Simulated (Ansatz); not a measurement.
Ansatz (an electronic-structure program) input (CCSD(T)/def2-SVPD):

Ansatz 0.2 input:
```yaml
crystal:
  periodic: [false, false, false]
  atoms:
    - {symbol: Si, position_ang: [-0.69467786, 0.70320568, 1.12848620]}
    - {symbol: Br, position_ang: [0.68014446, -0.68320349, -0.44602368]}
    - {symbol: F, position_ang: [-1.56439622, 1.56302694, -0.02088642]}
basis:
  gaussian:
    orbitals: def2-SVPD
total_charge: -1
magnetization: {spin_polarized: true, initial_magnetization: 1}
correlation: {method: ccsd_t, electrons: outside_noble_gas}
output: {forces: true}
```

End of the output:

```
mean field evaluation 128: about -80554.8502 eV, gradient 7.5e-2 eV
mean field evaluation 160: about -80553.6969 eV, gradient 7.5e-2 eV
mean field evaluation 192: about -80551.2748 eV, gradient 7.1e0 eV
mean field evaluation 224: about -80556.9070 eV, gradient 6.9e-4 eV
mean field -80556.90699507 eV, -2960.4117286359 hartree, gradient 7.7e-6 eV, S^2 0.785553; 3 other end points of the search recorded, 0 dependent functions left out
determinant -80556.90699507 eV, -2960.4117286359 hartree, with singles and doubles -80568.53524745 eV, -2960.8390590293 hartree
determinant -80554.85110409 eV, -2960.3361760359 hartree, with singles and doubles -80566.75769652 eV, -2960.7737352372 hartree
determinant -80553.70094071 eV, -2960.2939083116 hartree, with singles and doubles -80565.78680372 eV, -2960.7380555850 hartree
20 core orbitals not correlated
reference -80556.90699507 eV, -2960.4117286359 hartree; 10, 9 occupied and 58, 59 virtual orbitals, 844 factors
densities: 0.54 GiB planned
second order -10.98069900 eV of doubles, -0.00000000 eV of singles
coupled cluster: 0.41 GiB planned
cycle   1  -11.62994330 eV  change   -1.7e-3 eV  update   1.4e-3
cycle   2  -11.62986360 eV  change    8.0e-5 eV  update   9.3e-4
cycle   3  -11.63007115 eV  change   -2.1e-4 eV  update   5.8e-4
cycle   4  -11.63018272 eV  change   -1.1e-4 eV  update   1.5e-4
cycle   5  -11.63035425 eV  change   -1.7e-4 eV  update   6.7e-5
cycle   6  -11.63043476 eV  change   -8.1e-5 eV  update   2.7e-5
cycle   7  -11.63044141 eV  change   -6.6e-6 eV  update   1.4e-5
cycle   8  -11.63042766 eV  change    1.4e-5 eV  update   7.5e-6
cycle   9  -11.63042114 eV  change    6.5e-6 eV  update   2.3e-6
cycle  10  -11.63042086 eV  change    2.8e-7 eV  update   9.3e-7
perturbative correction -0.33330964 eV, -0.0122489032 hartree
the calculation of the forces begins
Total energy: -80568.87072556 eV, -2960.8513876224 hartree
Atom 0 at    -0.694678     0.703206     1.128486 Å, force     0.589622    -0.581282     0.982214 eV/Å
Atom 1 at     0.680144    -0.683203    -0.446024 Å, force     0.014280    -0.014922    -0.081364 eV/Å
Atom 2 at    -1.564396     1.563027    -0.020886 Å, force    -0.603902     0.596205    -0.900850 eV/Å
Dipole moment:     0.203799    -0.205650    -0.250072 e Å
```
